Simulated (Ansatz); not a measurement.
Bond stretch in B2, triplet.

Levels: UKS-PBE = Ansatz (a quantum-chemistry and plane-wave program) with unrestricted PBE/cc-pVDZ; UKS-B3LYP = unrestricted B3LYP/cc-pVDZ in Ansatz; FCI = full CI/cc-pVDZ, frozen core (Ansatz).

Energies relative to the lowest point of each curve near equilibrium, in kJ/mol; the last columns give the error against full CI:

```
R / Å  UKS-PBE  UKS-B3LYP    FCI  UKS-PBE − FCI  UKS-B3LYP − FCI
-----  -------  ---------  -----  -------------  ---------------
1.22     316.7      300.2  354.8          -38.1            -54.6
1.30     169.9      157.2  197.9          -28.0            -40.7
1.38      79.0       70.1   98.1          -19.1            -28.1
1.43      43.2       36.5   57.3          -14.2            -20.8
1.53       6.2        3.8   11.8           -5.6             -8.0
1.58       0.5        0.0    2.4           -2.0             -2.4
1.61       0.0        0.6    0.0            0.0              0.6
1.66       3.2        5.4    0.3            2.9              5.1
1.73      13.8       18.1    7.7            6.1             10.3
1.79      26.8       26.2   18.8            8.0              7.5
1.88      49.2       34.4   40.4            8.8             -6.0
```

UKS-PBE is furthest from FCI at 1.22 (-38.1 kJ/mol, below); its mean absolute error over the points is 12.1 kJ/mol.

UKS-B3LYP is furthest from FCI at 1.22 (-54.6 kJ/mol, below); its mean absolute error over the points is 16.7 kJ/mol.

The scan ran from 1.22 to 6.57 Å; beyond the distances shown full CI changes its symmetry label. The unrestricted determinant behind UKS-PBE is spin-contaminated at 1.22 to 1.79 Å (<S²> up to 2.8, against 2.00 for a pure triplet). The unrestricted determinant behind UKS-B3LYP is spin-contaminated at 1.22 to 1.73 Å (<S²> up to 2.8, against 2.00 for a pure triplet). Also computed but left out beside FCI, since their determinant holds another spin at the minimum (<S²> over 0.7 above the pure value): UHF, UMP2, UCCSD, UCCSD(T), UHF/3-21G, UMP2/3-21G.
